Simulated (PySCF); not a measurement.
C₄H₃S (SMILES [c-]1cccs1), charge -1, singlet, geometry from GFN2-xTB (in this run its highest filled SCF level lies above zero, so its values depend strongly on the basis, on diffuse functions most of all), with bond 8-5 at 1.3 times its length. Base run: PBE0/STO-3G in PySCF.

PySCF was given this input:
```python
from pyscf import gto, scf, dft

mol = gto.M(
    atom='''
S    -0.000828    0.052673    1.184693
C    -0.014587    1.382577   -0.007520
C     0.012791   -1.212093   -0.003802
C    -0.007513    0.738672   -1.228508
C     0.007464   -0.680177   -1.251335
H     0.023606   -2.243764    0.307910
H    -0.013331    1.310268   -2.157988
H     0.016006   -1.464029   -2.430030
''',
    basis='sto-3g',
    charge=-1,
    spin=0,
    verbose=4,
)

mf = dft.RKS(mol)
mf.xc = 'pbe0'
mf.kernel()
```

The base run was repeated with changes; each row names its change, and settings that it needs were set with it.

```
change                                ΔE vs base (µEh)  SCF cycles        outcome
------------------------------------  ----------------  ----------  -------------
base                                               0.0          10      converged
damp = 0.5; diis_start_cycle = 5                   0.0          11      converged
diis_space = 2                                     0.0          29      converged
DIIS = EDIIS                                         -          50  not converged
init_guess = huckel                                0.0          13      converged
conv_tol = 1e-6                                    0.8           7      converged
conv_tol = 1e-4                                    1.4           6      converged
init_guess = atom                                  0.0          10      converged
diis = off (with mf.max_cycle = 100)                 -         100  not converged
diis_space = 12                                    0.0          10      converged
conv_tol = 1e-12                                   0.0          12      converged
diis_space = 20                                    0.0          10      converged
init_guess = sap                                   0.0          14      converged
```
